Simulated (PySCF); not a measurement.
**Spinor energies of Bi³⁺ (bismuth, charge +3)**

Start: [Xe] 4f14 5d10 6s2. Calculated with PySCF 2.14 in x2c-QZVPPall-2c (16s16p12d7f1g, 182 functions): generalised Hartree-Fock with the X2C-1e Hamiltonian and a Gaussian nucleus; one run each with spin-orbit coupling (SO) switched off, then screened by Boettger's factors.

| spinor shell | electrons | ε, spin-free (eV) | ε, screened SO (eV) | weight of nominal j (screened SO) | rms radius, screened SO (bohr) |
| --- | --- | --- | --- | --- | --- |
| 1s1/2 | 2 | -91080.9 | -91039.4 | 1.000 | 0.0178 |
| 2s1/2 | 2 | -16549.6 | -16536.5 | 1.000 | 0.0718 |
| 2p1/2 | 2 | -14182.8 | -15865.7 | 1.000 | 0.0606 |
| 2p3/2 | 4 | -14182.8 | -13540.5 | 1.000 | 0.0691 |
| 3s1/2 | 2 | -4090.5 | -4086.4 | 1.000 | 0.183 |
| 3p1/2 | 2 | -3404.1 | -3784.1 | 1.000 | 0.175 |
| 3p3/2 | 4 | -3404.1 | -3256.1 | 1.000 | 0.192 |
| 3d3/2 | 4 | -2700.7 | -2766.2 | 1.000 | 0.168 |
| 3d5/2 | 6 | -2700.7 | -2654.4 | 1.000 | 0.172 |
| 4s1/2 | 2 | -1000.7 | -999.48 | 1.000 | 0.400 |
| 4p1/2 | 2 | -771.93 | -866.80 | 1.000 | 0.403 |
| 4p3/2 | 4 | -771.93 | -734.80 | 1.000 | 0.438 |
| 4d3/2 | 4 | -504.11 | -518.87 | 1.000 | 0.446 |
| 4f5/2 | 6 | -207.89 | -210.68 | 1.000 | 0.477 |
| 5s1/2 | 2 | -209.93 | -209.72 | 1.000 | 0.890 |
| 4f7/2 | 8 | -207.89 | -204.94 | 1.000 | 0.482 |
| 5p1/2 | 2 | -143.09 | -161.48 | 1.000 | 0.951 |
| 5p3/2 | 4 | -143.09 | -136.00 | 1.000 | 1.04 |
| 5d3/2 | 4 | -63.685 | -65.644 | 1.000 | 1.27 |
| 5d5/2 | 6 | -63.685 | -62.328 | 1.000 | 1.31 |
| 6s1/2 | 2 | -42.918 | -42.938 | 1.000 | 2.18 |

(1) Where does 4d5/2 lie, and what is the 4d spin-orbit splitting (screened SO)?

```json
{"quantity": "E (hartree)", "spin-free": "-21512.36434", "screened SO": "-21553.73590"}
{"quantity": "M_J", "spin-free": "0", "screened SO": "0"}
{"quantity": "⟨J²⟩", "spin-free": "0.000", "screened SO": "0.000"}
{"quantity": "⟨L²⟩", "spin-free": "0.000", "screened SO": "0.212"}
{"quantity": "⟨S²⟩", "spin-free": "0.000", "screened SO": "0.212"}
```

Breit and QED terms are absent; they matter most for the inner s and p1/2 levels.

Densities and radii are taken from the X2C orbitals without a picture-change correction, which distorts them close to the nucleus.

Without spin-orbit coupling the j labels of p, d and f shells carry no meaning; the spin-free column gives the mean over the occupied spinors of each nl shell.

Results:

(1) At -493.55 eV, 25.329 eV above 4d3/2.
